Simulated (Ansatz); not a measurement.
Consider the redistribution: `[NH2][Al]1[O][GaH]1` + `F[SiH2][SiH]1C[SiH2]1` → `F[SiH2][Al]1[O][GaH]1` + `N[SiH]1C[SiH2]1`.

Gas-phase electronic energies from Ansatz, PBE0-D4/def2-TZVP geometries. CCSD(T)/CBS adds triple-zeta CCSD(T) − MP2 to the extrapolated MP2 energy (def2 sets, frozen cores). For Ga outer-core shells are correlated without core-valence functions, which leaves a few kJ/mol of doubt a bond. Scalar relativity is left out up to krypton. One conformer a species, not always the lowest.

`[NH2][Al]1[O][GaH]1`:

```xyz
7

N    -1.810   -0.292   -0.507
Al   -0.147   -0.053    0.011
O     1.244    0.734   -0.584
Ga    1.962    0.054    1.009
H    -2.204    0.070   -1.361
H    -2.500   -0.810    0.011
H     3.455    0.296    1.422
```

`F[SiH2][SiH]1C[SiH2]1`:

Z-matrix (Å, degrees):
```
Si
Si 1 2.314
F 1 1.607 2 112.9
H 1 1.487 2 107.9 3 118.8
H 1 1.485 2 111.4 3 -120.8
Si 2 2.259 1 115.8 3 -141.1
C 2 1.910 1 116.2 3 -81.6
H 2 1.484 1 119.1 3 64.1
H 6 1.481 2 121.1 1 2.4
H 6 1.481 2 121.6 1 -154.1
H 7 1.087 2 117.3 1 10.0
H 7 1.088 2 115.5 1 144.6
```

`F[SiH2][Al]1[O][GaH]1`:

Cartesian coordinates in Å:
```
F -0.856 -1.109 2.599
Si -1.410 -0.286 1.332
Al 0.438 0.023 -0.286
O 0.574 0.778 -1.811
Ga 2.351 0.175 -1.641
H -2.541 -1.062 0.752
H -1.940 1.011 1.835
H 3.385 0.469 -2.781
```

`N[SiH]1C[SiH2]1`:

Z-matrix (Å, degrees):
```
Si
C 1 1.886
Si 1 2.244 2 54.2
N 1 1.712 2 116.3 3 109.1
H 1 1.487 2 113.0 3 -111.0
H 2 1.089 1 116.8 3 -110.0
H 2 1.088 1 118.2 3 112.4
H 3 1.483 1 122.5 2 -100.4
H 3 1.483 1 122.2 2 99.7
H 4 1.006 1 120.2 2 -130.9
H 4 1.007 1 121.3 2 80.3
```

| level | ΔE (kJ/mol) |
| --- | --- |
| SCS-MP2/def2-TZVPP | 60.9 |
| HF/def2-QZVPP | 50.0 |
| HF/CBS(def2) | 49.9 |
| CCSD/CBS(def2) | 58.7 |

(1) What does CCSD(T)/CBS give? (Best estimate.)

Largest T1 diagnostic among the species: 0.017.

Results:

(1) The calculation gave: +60.2 kJ/mol. The listed levels differ from it by 0.7, -10.2, -10.3, -1.5 kJ/mol.

In def2-TZVPP, CCSD(T) changes the Hartree–Fock value by +9.9 kJ/mol (the triples alone add +1.6 kJ/mol) and MP2 by +14.6 kJ/mol.
